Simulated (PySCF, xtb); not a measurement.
Si(H)3(NH2) (H5NSi), SMILES N[SiH3].

Harmonic wavenumbers (cm⁻¹) from GFN2-xTB run with xtb at its own minimum, in rising order: 227, 525, 570, 579, 759, 809, 813, 842, 900, 1534, 2176, 2280, 2281, 3475, 3506.

### Question
What does ωB97X-D3(BJ)/def2-TZVP (PySCF) give at its own minimum? (Estimate from the structure and the level; the computed values follow.)

### Answer
166, 372, 630, 715, 855, 920, 944, 998, 1003, 1597, 2203, 2252, 2253, 3616, 3703. Paired by order, the mean absolute difference is 99 cm⁻¹ and the zero-point energies are 30.4 and 31.8 kcal/mol.
